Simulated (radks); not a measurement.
Polarisabilities and homonuclear dispersion coefficients (atomic units). Code: a radial shooting solver on a logarithmic mesh with Libxc functionals. Model: non-relativistic Kohn-Sham, LB94 model potential, spin-polarised, spherical densities, point nucleus; open shells are filled with parallel spins first (spin-orbit coupling, left out, can overturn this in heavy ions). Response by self-consistent Sternheimer equations with the Hartree and adiabatic LDA kernel. For heavy and open-shell atoms this level of theory can miss by tens of per cent. "Uncoupled" leaves out the induced potential. Quadrupole and octupole values are given only where no p, d or f shell is open. The Sternheimer factor gamma scales a distant field gradient at the nucleus by 1 - gamma.

Cl+: configuration [Ne] 3s2 3p4; alpha1 (bohr^3) 8.832; alpha1, uncoupled 14.00; C6 41.97
O: configuration [He] 2s2 2p4; alpha1 (bohr^3) 5.003; alpha1, uncoupled 6.097; C6 14.63; recommended alpha1 5.3 +/- 0.2
S: configuration [Ne] 3s2 3p4; alpha1 (bohr^3) 19.92; alpha1, uncoupled 30.28; C6 136.3; recommended alpha1 19.4 +/- 0.1
Ag: configuration [Kr] 4d10 5s1; alpha1 (bohr^3) 38.76; alpha1, uncoupled 61.40; alpha2 (bohr^5) 295.0; alpha3 (bohr^7) 4616; C6 279.6; C8 11810; Sternheimer gamma -26.4; recommended alpha1 55 +/- 8
Rb3+: configuration [Ar] 3d10 4s2 4p4; alpha1 (bohr^3) 5.049; alpha1, uncoupled 8.084; C6 20.63
He+: configuration 1s1; alpha1 (bohr^3) 0.3057; alpha1, uncoupled 0.3038; alpha2 (bohr^5) 0.2751; alpha3 (bohr^7) 0.6221; C6 0.1143; C8 0.5876; Sternheimer gamma 0.177
V+: configuration [Ar] 3d4; alpha1 (bohr^3) 11.60; alpha1, uncoupled 14.14; C6 43.05

Recommended values: Schwerdtfeger and Nagle, table of static dipole polarisabilities (2023 update), measured or computed.

Beside tabulated values, note that relativity, absent from the non-relativistic runs, is large for the heavy elements.
